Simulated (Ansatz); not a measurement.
Relaxation of ClH$_{5}$W (7 atoms, charge 0, multiplicity 1), to a largest force component of 0.02 eV/Å in at most 40 steps.

Theory: RKS revPBE-D4/def2-SVP (Ansatz 0.2.0).

```xyz
7
Properties=species:S:1:pos:R:3
W 0.000 0.000 0.000
Cl 0.000 0.000 2.390
H 1.720 0.000 0.000
H 0.000 1.720 0.000
H -1.720 0.000 0.000
H 0.000 -1.720 0.000
H 0.000 0.000 -1.720
```

**Question.** Where does it end, and by what steps?

**Answer.** The run converged. After 7 steps the energy has fallen by 5.021 eV; H7 moved furthest, 0.55 Å. The start is strongly strained (largest force component 9 eV/Å).

| step | energy less start (eV) | largest force component (eV/Å) | accepted |
| --- | --- | --- | --- |
| 0 | 0.0000 | 9.341 | yes |
| 1 | -2.0072 | 3.399 | yes |
| 2 | -3.3368 | 2.760 | yes |
| 3 | -4.3302 | 1.741 | yes |
| 4 | -4.9118 | 1.216 | yes |
| 5 | -5.0138 | 0.396 | yes |
| 6 | -5.0208 | 0.077 | yes |
| 7 | -5.0211 | 0.011 | yes |

```xyz
7
Properties=species:S:1:pos:R:3
W 0.000 0.000 0.530
Cl 0.000 0.000 2.877
H 1.416 0.000 -0.391
H 0.000 1.416 -0.391
H -1.416 0.000 -0.391
H 0.000 -1.416 -0.391
H 0.000 0.000 -1.174
```

Whether the end is a true minimum wasn't checked by a vibrational analysis.

Time of the run: 38 s on 1 thread of Arm Neoverse V2, on a shared host, peak memory 0.14 GiB.
